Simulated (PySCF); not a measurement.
Point-charge models of `C=Cn1nc(C)c(C(F)(F)F)n1` against its computed dipole.

Coordinates (GFN2-xTB, Å) and charges (e) from the PBE0/pcSseg-1 density (PySCF):

```csv
atom,x,y,z,Mulliken,IAO,Hirshfeld,ESP-fitted
C1,3.414,0.485,0.510,-0.1638,-0.3198,-0.0959,-0.3504
C2,2.541,-0.509,0.496,+0.1298,-0.0541,+0.0014,-0.3318
N3,1.190,-0.319,0.243,-0.2359,+0.1723,+0.1045,+0.8146
N4,0.339,-1.326,0.234,-0.2372,-0.2374,-0.1250,-0.6801
C5,-0.842,-0.795,-0.036,+0.0061,+0.0911,+0.0376,+0.5212
C6,-2.099,-1.565,-0.146,-0.1276,-0.4418,-0.1155,-0.5276
C7,-0.634,0.595,-0.187,-0.1144,-0.0162,-0.0201,-0.1411
C8,-1.642,1.641,-0.496,+0.9465,+0.8058,+0.2602,+0.6846
F9,-1.129,2.868,-0.581,-0.2573,-0.2628,-0.0839,-0.1843
F10,-2.271,1.398,-1.664,-0.2761,-0.2847,-0.0979,-0.2252
F11,-2.616,1.685,0.435,-0.2761,-0.2847,-0.0982,-0.2266
N12,0.654,0.851,-0.004,-0.2244,-0.2089,-0.1079,-0.4359
H13,4.454,0.307,0.710,+0.1383,+0.1710,+0.0610,+0.2032
H14,3.100,1.497,0.323,+0.1524,+0.1783,+0.0511,+0.1717
H15,2.781,-1.546,0.675,+0.1086,+0.1837,+0.0665,+0.2245
H16,-1.895,-2.616,0.037,+0.1382,+0.1711,+0.0569,+0.1880
H17,-2.527,-1.443,-1.140,+0.1466,+0.1686,+0.0525,+0.1471
H18,-2.826,-1.203,0.580,+0.1464,+0.1685,+0.0525,+0.1480
```

Task: What dipole does each set of charges give (1 e·Å = 4.803 D), and what does the density give?

Result: The full density gives (1.30, -1.94, 0.47) D, 2.38 D in size; dipole vectors point from the negative to the positive end.

```json
{"scheme": "Mulliken", "μx": "0.14", "μy": "-2.41", "μz": "0.34", "size (D)": "2.44", "share of the full size (%)": "103", "angle to the full dipole (°)": "30"}
{"scheme": "IAO", "μx": "2.80", "μy": "-2.90", "μz": "0.86", "size (D)": "4.12", "share of the full size (%)": "173", "angle to the full dipole (°)": "10"}
{"scheme": "Hirshfeld", "μx": "1.36", "μy": "-1.34", "μz": "0.41", "size (D)": "1.96", "share of the full size (%)": "82", "angle to the full dipole (°)": "12"}
{"scheme": "ESP-fitted", "μx": "1.33", "μy": "-1.99", "μz": "0.48", "size (D)": "2.44", "share of the full size (%)": "102", "angle to the full dipole (°)": "0"}
```

Task: Which set comes closest?

Result: Length of the difference vector: ESP-fitted 0.06 D, Hirshfeld 0.61 D, Mulliken 1.26 D, IAO 1.83 D. Closest: ESP-fitted. ESP charges are fitted to the potential around the molecule, whose slowest-falling term is the dipole's. The schemes that divide the density aren't constrained to reproduce the dipole.

Task: What is left for the Hirshfeld atoms' own dipoles?

Result: The Hirshfeld atoms' densities add up to the full density, so μ = Σ q r + Σ (atomic dipoles). The atomic dipoles sum to (1.30, -1.94, 0.47) − (1.36, -1.34, 0.41) = (-0.06, -0.60, 0.06) D, 0.61 D in size.

Task: With the origin at the mean of the coordinates, (0.000, 0.000, -0.001) Å, which are the largest single terms, by size, of the ESP-fitted dipole along the direction of the full one?

Result: C8 -7.66, N4 -4.29, N3 +3.74, H15 +3.14, C2 -3.02 D; all 18 atoms together +2.44 D. The single terms depend on the origin, their sum doesn't.

Task: Give the size of the full dipole in other units.

Result: 2.38 D = 0.937 au = 0.496 e·Å = 7.94 × 10⁻³⁰ C·m.

Geometry: GFN2-xTB, one conformer, isolated molecule.

The values belong to the conformer `[CH2:1]=[CH:2][n:3]1[n:4][c:5]([CH3:6])[c:7]([C:8]([F:9])([F:10])[F:11])[n:12]1`: C1–C2–N3–N4 180°, C5–C7–C8–F9 180°.
